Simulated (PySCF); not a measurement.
**Telling isomers of C₂H₆O₃Si apart by NMR**

[PySCF 2.14.0 with density-fitted response routines: GFN2-xTB geometry; PBE0/pcSseg-1 with gauge-including orbitals; averaged over atoms made equivalent by symmetry, fast rotation or ring inversion; no relativistic terms; no solvent model; single conformer]

Scale: 1H (σ = 31.72 ppm), 13C (σ = 186.93 ppm) against TMS (reference shieldings calculated alike). Where no couplings were computed, multiplicities follow the n + 1 count of equivalent neighbours, and m marks all less simple cases (inequivalent or close neighbours, rings, F or P nearby). Acid and N–H amide carbonyl carbons lie up to 10 ppm further downfield in solution (hydrogen bonding). Shifts are as computed. Against solution values, carbons near 30 ppm lie about +3 ppm off and those near 130 ppm about +5 ppm (rms about the fit 2.1 ppm; single classes can miss by 10 ppm). Of 1328 compounds with measured shifts, 309 miss one by over three times the rms of a fit or turn the order of signals round; such compounds aren't used in these exercises. Signals without a measured value on file couldn't be tested in this way; 1H shifts scatter by 0.2 ppm about their fit, and single ones miss by 0.5 ppm. OH and NH positions are gas-phase values without hydrogen bonding to other molecules.

(1) Tabulate the signals of `CC(=O)O[SiH2]O`, `CO[SiH2]C(=O)O` and their relative energies.

(2) What is the quickest way to tell CC(=O)O[SiH2]O from CO[SiH2]C(=O)O?

## Answers

(1) 
```tsv
SMILES	carbon types	δC	δH	E rel. (kcal/mol)
CC(=O)O[SiH2]O	1×C 1×CH3	179.6, 25.7	5.26 (s, 2H), 4.56 (br s, 1H), 2.17 (s, 3H)	0.0
CO[SiH2]C(=O)O	1×C 1×CH3	187.9, 53.3	6.69 (br s, 1H), 4.99 (s, 2H), 4.18 (s, 3H)	42.3
```

Energies are electronic energies at PBE0/pcSseg-1 on these geometries, without zero-point or thermal terms, each for the one conformer computed, which needn't be the lowest.

(2) Both give the same number of carbon signals, with the same numbers of each carbon type, so the positions decide. The first has a methyl carbon α to a carbonyl (CH3) at 25.7 ppm, the second a methyl carbon bonded to O (CH3) at 53.3 ppm. Their most deshielded carbons lie at 179.6 and 187.9 ppm.
